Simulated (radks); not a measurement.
Species: Mg V. Configuration: [He] 2s2 2p4.

Method: scalar-relativistic Kohn-Sham, PBE, spin-polarised, spherical densities, finite nucleus; open shells are filled with parallel spins first; Fermi nuclear charge, rms radius 3.057 fm; computed with a radial shooting solver on a logarithmic mesh with Libxc functionals.

Energy parts (hartree):
| part | energy |
|---|---|
| total | -192.44607 |
| kinetic | 192.79161 |
| electron-nucleus | -436.90523 |
| Hartree | 65.74691 |
| exchange-correlation | -14.07937 |

Orbitals (lengths in bohr, moments of r in powers of bohr; <r^-3> diverges for s and p1/2; r(max) is where P^2 peaks; r(90%) holds 90 % of the orbital's charge):
orbital,occ.,eigenvalue (hartree),<r^4>,r(max),r(90%),<r^-3>
1s up,1,-49.98055,0.001370,0.08509,0.234,-
1s down,1,-49.87570,0.001357,0.08501,0.233,-
2s up,1,-6.00083,0.4383,0.5261,1.01,-
2s down,1,-5.77814,0.4652,0.5299,1.02,-
2p up,3,-4.83726,0.4247,0.4478,0.997,31.73
2p down,1,-4.59500,0.4677,0.4535,1.02,30.81
3s up,0,-1.71284,23.46,1.688,2.73,-

The highest occupied level is 2p down at -125.04 eV. The density falls to 0.001 e/bohr^3 at r = 1.89 bohr. For comparison, the ionisation energy in NIST's Atomic Spectra Database is 141.33 eV (semi-empirical). In exact Kohn-Sham theory the highest level is minus the ionisation energy, but local and semilocal functionals leave it too shallow, through self-interaction and a potential that decays too fast; potentials with the right tail come closer. Spin moment in Bohr magnetons: 2. The spin density at the nucleus is -0.218 e/bohr^3 (1s -1.521, 2s 1.303). Summed over all electrons, <r^2> = 2.865 bohr^2, which gives a Langevin (diamagnetic) susceptibility term of -2.27 x 10^-6 cm^3/mol. The electron density at the nucleus is 1171 e/bohr^3 (large components only).
